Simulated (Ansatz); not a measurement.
Ansatz (a first-principles code) input for F4Se, SMILES F[Se-](F)(F)F, charge -1, multiplicity 2, PBE/def2-SVPD. Geometry: TPSSh-D3(BJ)/def2-SVPD.

Ansatz 0.2 input:
```yaml
crystal:
  periodic: [false, false, false]
  atoms:
    - {symbol: Se, position_ang: [-0.00000000, 0.00000006, 0.39851133]}
    - {symbol: F, position_ang: [1.88659732, 0.00000004, 0.29083107]}
    - {symbol: F, position_ang: [-1.88659731, 0.00000004, 0.29083107]}
    - {symbol: F, position_ang: [0.00000000, 1.20519333, -1.04357486]}
    - {symbol: F, position_ang: [0.00000000, -1.20519361, -1.04357452]}
basis:
  gaussian:
    orbitals: def2-SVPD
hamiltonian:
  xc: {name: PBE}
total_charge: -1
magnetization: {spin_polarized: true, initial_magnetization: 1}
```

Output:

```
WARN ansatz: RAYON_NUM_THREADS=1 ignored (pool sized by the plan → 1); use --threads N
Functional definition: PBE
integrals: 0.07 GiB planned
1191 factors; their error is unknown
mean field: 0.54 GiB planned
mean field evaluation 1: about -76180.2201 eV, gradient 2.8e1 eV
mean field evaluation 2: about -76169.3038 eV, gradient 6.4e1 eV
mean field evaluation 4: about -76183.3199 eV, gradient 2.2e0 eV
mean field evaluation 8: about -76183.3380 eV, gradient 2.7e-1 eV
mean field evaluation 16: about -76183.3038 eV, gradient 2.3e-4 eV
mean field -76183.30380327 eV, -2799.6847758722 hartree, gradient 4.0e-5 eV, S^2 0.751650; 0 other end points of the search recorded, 0 dependent functions left out
reference -76183.30385738 eV, -2799.6847778605 hartree; 36, 35 occupied and 97, 98 virtual orbitals, 1191 factors
Total energy: -76183.30385738 eV, -2799.6847778605 hartree
```

The run converged.
